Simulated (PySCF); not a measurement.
PySCF input:

```python
from pyscf import gto, scf, dft

mol = gto.M(
    atom='''
    As   -0.00000000    0.00000000   -0.00000000
    H     0.00688244   -0.00058830    1.60544894
    H    -0.00688244    0.00058830   -1.60544894
    H     1.53171662    0.00083780   -0.00656605
    H    -0.76658177    1.32609870    0.00377221
    H    -0.76513484   -1.32693650    0.00279384
    ''',
    basis='def2-tzvpd',
    charge=0,
    spin=0,
    verbose=4,
)

mf = dft.RKS(mol, xc='tpssh').density_fit(auxbasis='def2-universal-jkfit')
mf.grids.level = 3
mf.conv_tol = 1e-9
mf.max_cycle = 100
mf.max_memory = 1500
mf.kernel()
if not mf.converged:
    mf = mf.newton()
    mf.kernel(mf.make_rdm1())
mf.analyze()
```

What final total energy does it print?

-2238.71292 Eh (TPSSh/def2-TZVPD).
